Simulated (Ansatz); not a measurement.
Steps of a relaxation of C₃H₆BCl (`C[C@@H]1B[C@H]1Cl`) with RKS PBE-D4/def2-SVP.

```sh
$ ansatz run in.yaml --threads 4 --pin off --events-out ev --progress --plain --max-ram 10444MiB
```

```yaml
crystal:
  periodic: [false, false, false]
  atoms:
    - {symbol: C, position_ang: [-1.011300, 0.429800, -0.811400]}
    - {symbol: C, position_ang: [0.359100, 0.250300, -0.313700]}
    - {symbol: B, position_ang: [0.634100, -1.263500, 0.135900]}
    - {symbol: C, position_ang: [0.567500, 0.017000, 1.130000]}
    - {symbol: Cl, position_ang: [2.049600, 0.508400, 1.819800]}
    - {symbol: H, position_ang: [-1.316600, 1.566000, -0.728400]}
    - {symbol: H, position_ang: [-1.786300, -0.119400, -0.258400]}
    - {symbol: H, position_ang: [-1.072900, 0.210500, -1.902400]}
    - {symbol: H, position_ang: [1.209700, 0.774800, -0.788900]}
    - {symbol: H, position_ang: [0.867200, -2.407800, -0.040800]}
    - {symbol: H, position_ang: [-0.434800, -0.023100, 1.779000]}
basis:
  gaussian: {orbitals: def2-SVP}
hamiltonian: {xc: pbe, dispersion: d4}
relax: {f_tol: 0.03, max_steps: 200}
```

Positions (Å) and forces (eV/Å) along the path, 11 of 14 steps:

```xyz
11
step=1 energy=-16388.0624 eV
C    -1.011    0.430   -0.811   -1.317    3.003   -1.055
C     0.359    0.250   -0.314    1.288   -1.821   -0.653
B     0.634   -1.264    0.136    0.474    2.745    0.595
C     0.568    0.017    1.130   -3.219   -2.571    1.031
Cl    2.050    0.508    1.820    1.128    0.501    0.902
H    -1.317    1.566   -0.728    0.212   -1.495   -0.028
H    -1.786   -0.119   -0.258   -0.126   -0.337    0.066
H    -1.073    0.210   -1.902   -0.152   -0.202    0.247
H     1.210    0.775   -0.789   -0.284    0.105   -0.316
H     0.867   -2.408   -0.041   -0.034   -0.531   -0.086
H    -0.435   -0.023    1.779    2.030    0.603   -0.704
11
step=2 energy=-16388.5579 eV
C    -1.028    0.477   -0.827   -0.638    1.118   -0.361
C     0.366    0.196   -0.339    0.509   -0.840   -0.326
B     0.697   -1.267    0.139   -0.182    1.378    0.430
C     0.558   -0.046    1.141   -1.732   -1.086    0.209
Cl    2.013    0.513    1.899    0.828    0.348    0.522
H    -1.332    1.566   -0.700    0.296   -0.632   -0.015
H    -1.794   -0.108   -0.284   -0.033   -0.155    0.014
H    -1.128    0.245   -1.908   -0.027   -0.060    0.072
H     1.194    0.738   -0.833   -0.084    0.089   -0.133
H     0.909   -2.431   -0.036    0.090   -0.146   -0.052
H    -0.390    0.060    1.768    0.973   -0.015   -0.359
11
step=3 energy=-16388.6821 eV
C    -1.051    0.508   -0.852   -0.049   -0.244    0.020
C     0.348    0.152   -0.360   -0.179    0.057   -0.038
B     0.700   -1.249    0.168    0.163   -0.299   -0.081
C     0.539   -0.079    1.153    0.167   -0.028   -0.217
Cl    2.011    0.538    1.937    0.179    0.040    0.079
H    -1.278    1.577   -0.699   -0.038    0.219    0.030
H    -1.829   -0.081   -0.319    0.037    0.063   -0.018
H    -1.169    0.276   -1.930    0.054    0.019   -0.008
H     1.162    0.706   -0.871   -0.002   -0.049    0.040
H     0.968   -2.413   -0.005    0.040    0.073   -0.017
H    -0.336    0.010    1.800   -0.372    0.149    0.210
11
step=4 energy=-16388.6958 eV
C    -1.059    0.509   -0.849    0.025   -0.016    0.015
C     0.339    0.137   -0.362   -0.100    0.036    0.022
B     0.710   -1.262    0.168    0.012   -0.068    0.025
C     0.534   -0.085    1.152   -0.061   -0.041   -0.003
Cl    2.019    0.532    1.939   -0.003   -0.008   -0.026
H    -1.271    1.586   -0.692   -0.002    0.016   -0.003
H    -1.845   -0.069   -0.321    0.011    0.017    0.004
H    -1.169    0.285   -1.930    0.014    0.016    0.000
H     1.153    0.690   -0.871    0.031   -0.031   -0.026
H     1.009   -2.417   -0.009    0.055    0.050   -0.006
H    -0.355    0.038    1.795    0.018    0.029   -0.001
11
step=5 energy=-16388.7014 eV
C    -1.063    0.517   -0.846    0.043    0.000    0.008
C     0.328    0.122   -0.361   -0.144   -0.022    0.013
B     0.708   -1.275    0.173    0.028    0.021    0.030
C     0.522   -0.095    1.154   -0.016   -0.012   -0.008
Cl    2.009    0.534    1.931   -0.003   -0.024    0.005
H    -1.259    1.598   -0.687    0.009    0.004   -0.009
H    -1.856   -0.049   -0.317   -0.004    0.002   -0.001
H    -1.173    0.297   -1.927   -0.011    0.013    0.000
H     1.149    0.656   -0.880    0.042   -0.007   -0.017
H     1.066   -2.410   -0.012    0.021    0.032    0.011
H    -0.368    0.049    1.794    0.035   -0.007   -0.031
11
step=6 energy=-16388.7045 eV
C    -1.073    0.529   -0.845    0.044    0.029    0.023
C     0.310    0.102   -0.365   -0.051   -0.004   -0.039
B     0.715   -1.284    0.182   -0.010   -0.013   -0.007
C     0.509   -0.103    1.152    0.056   -0.065    0.049
Cl    1.999    0.513    1.938   -0.017    0.028   -0.014
H    -1.237    1.617   -0.692    0.006   -0.023   -0.009
H    -1.879   -0.012   -0.309    0.007    0.000   -0.002
H    -1.194    0.310   -1.925   -0.007   -0.002    0.000
H     1.139    0.610   -0.900    0.005   -0.006    0.004
H     1.157   -2.394   -0.002   -0.036    0.085    0.026
H    -0.381    0.055    1.786    0.003   -0.028   -0.032
11
step=7 energy=-16388.7058 eV
C    -1.071    0.533   -0.843    0.024    0.012   -0.005
C     0.308    0.095   -0.366   -0.084   -0.004   -0.008
B     0.717   -1.288    0.181    0.005   -0.036   -0.016
C     0.508   -0.112    1.152    0.090    0.038    0.021
Cl    1.989    0.532    1.933   -0.023   -0.001    0.015
H    -1.226    1.623   -0.693    0.005   -0.015   -0.003
H    -1.880    0.001   -0.302    0.006    0.003    0.000
H    -1.199    0.312   -1.921   -0.007    0.000   -0.003
H     1.139    0.601   -0.900    0.007   -0.015    0.010
H     1.167   -2.393    0.000   -0.020    0.043    0.008
H    -0.386    0.040    1.781   -0.003   -0.026   -0.019
11
step=8 energy=-16388.7075 eV
C    -1.071    0.539   -0.842   -0.010    0.010   -0.010
C     0.301    0.088   -0.367   -0.075   -0.010    0.028
B     0.721   -1.292    0.180    0.018   -0.029   -0.005
C     0.511   -0.119    1.152    0.093    0.088   -0.020
Cl    1.977    0.553    1.938   -0.032   -0.012    0.021
H    -1.211    1.632   -0.701   -0.001   -0.002   -0.001
H    -1.883    0.021   -0.292    0.003    0.006   -0.002
H    -1.209    0.310   -1.918    0.003    0.000    0.003
H     1.138    0.584   -0.904    0.015   -0.019    0.009
H     1.181   -2.389   -0.001   -0.001   -0.015   -0.015
H    -0.388    0.017    1.777   -0.013   -0.016   -0.007
11
step=9 energy=-16388.7103 eV
C    -1.076    0.576   -0.833   -0.168   -0.004   -0.055
C     0.266    0.042   -0.370   -0.020    0.027    0.228
B     0.746   -1.316    0.175    0.067   -0.028    0.057
C     0.529   -0.156    1.149    0.078    0.302   -0.115
Cl    1.901    0.668    1.977   -0.183   -0.132   -0.047
H    -1.132    1.684   -0.744    0.007   -0.115   -0.003
H    -1.910    0.143   -0.234    0.131    0.070   -0.076
H    -1.264    0.305   -1.895    0.019    0.046    0.083
H     1.128    0.473   -0.933   -0.035   -0.053    0.026
H     1.279   -2.373   -0.016    0.037   -0.129   -0.095
H    -0.401   -0.104    1.746    0.068    0.017   -0.003
11
step=13 energy=-16388.7211 eV
C    -1.080    0.586   -0.834    0.001    0.011    0.004
C     0.243    0.028   -0.349    0.010   -0.014    0.002
B     0.765   -1.322    0.186   -0.010    0.009   -0.006
C     0.548   -0.146    1.145    0.025    0.048    0.060
Cl    1.860    0.743    1.991   -0.052   -0.033   -0.038
H    -1.110    1.692   -0.749   -0.002   -0.004   -0.005
H    -1.923    0.180   -0.239    0.009   -0.002    0.000
H    -1.262    0.318   -1.895    0.002    0.001   -0.001
H     1.118    0.403   -0.935   -0.006   -0.002   -0.001
H     1.281   -2.383   -0.058    0.000   -0.002   -0.002
H    -0.374   -0.155    1.758    0.023   -0.011   -0.014
11
step=14 energy=-16388.7213 eV
C    -1.079    0.587   -0.834   -0.002    0.001   -0.010
C     0.242    0.027   -0.348   -0.012    0.003    0.006
B     0.765   -1.322    0.186    0.003    0.003   -0.001
C     0.550   -0.145    1.146    0.026    0.015    0.016
Cl    1.855    0.750    1.988   -0.011   -0.011   -0.007
H    -1.109    1.693   -0.750    0.002    0.002    0.000
H    -1.923    0.181   -0.240   -0.001   -0.003    0.004
H    -1.260    0.319   -1.895   -0.002    0.001   -0.003
H     1.117    0.401   -0.933    0.002    0.000   -0.003
H     1.278   -2.384   -0.058    0.004   -0.010   -0.003
H    -0.370   -0.164    1.760   -0.009    0.001    0.000
```

Hardware: 4 threads of an Arm Neoverse V1 on a shared host. Wall time 16 s, peak host memory 0.14 GiB.
